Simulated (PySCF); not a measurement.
## Working out the excitation energy of Ca

Ca [Ar] 4s2 (1S) → Ca [Ar] 4p2 (3P). All numbers are calculated (PySCF 2.14, scalar relativity by spin-free X2C-1e, in x2c-TZVPPall with one added diffuse shell each of s, p, d type (7s6p4d, 45 functions)). Frozen: [Ne]. Energies in hartree (1 hartree = 27.21139 eV):

```csv
part,Ca (lower),Ca (upper)
UHF,-679.620222,-679.466440
CCSD correlation,-0.222381,-0.198454
(T),-0.004546,-0.003545
```

Q: What does Hartree-Fock give?

A: (-679.466440) − (-679.620222) = 0.153782 hartree = 4.185 eV.

Q: What do CCSD and CCSD(T) give?

A: The CCSD correlation energies differ by 0.023927 hartree = 0.651 eV and the triples by 0.001001 hartree = 0.027 eV, so CCSD gives 4.836 eV and CCSD(T) 4.863 eV.

Measured between the centres of the two terms (NIST): 4.774 eV, so CCSD(T) (valence and next inner shell) is off by 0.089 eV.

The coupled-cluster amplitudes are large, so a single reference is strained.

What remains against the reference includes basis incompleteness, the frozen core and higher excitations.
